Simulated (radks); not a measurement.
Q: The mean radii <r> (bohr) of the occupied orbitals of an atom or ion are listed with their occupations. Method: non-relativistic Kohn-Sham, PW91, spin-polarised, spherical densities, point nucleus; computed with a radial shooting solver on a logarithmic mesh with Libxc functionals.

| orbital | occ. | <r> |
|---|---|---|
| 1s up | 1 | 0.02868 |
| 1s down | 1 | 0.02868 |
| 2s up | 1 | 0.1235 |
| 2s down | 1 | 0.1235 |
| 2p up | 3 | 0.1051 |
| 2p down | 3 | 0.1051 |
| 3s up | 1 | 0.3279 |
| 3s down | 1 | 0.3279 |
| 3p up | 3 | 0.3183 |
| 3p down | 3 | 0.3183 |
| 3d up | 5 | 0.2889 |
| 3d down | 5 | 0.2888 |
| 4s up | 1 | 0.7690 |
| 4s down | 1 | 0.7689 |
| 4p up | 3 | 0.8032 |
| 4p down | 3 | 0.8028 |
| 4d up | 5 | 0.9074 |
| 4d down | 5 | 0.9051 |
| 5s up | 1 | 1.847 |
| 5s down | 1 | 1.844 |
| 5p up | 1 | 2.051 |

Name the element and its charge. Open shells, if any, are filled with parallel spins first.

A: Z = 53, iodine, charge +4: I4+ in [Kr] 4d10 5s2 5p1. The 1s radius gives Z: for a bare nucleus <r> = 1.5/Z, 0.0283 bohr for Z = 53, and screening makes it slightly larger (0.02868 here). The occupations add up to 49, and the charge is Z minus that.
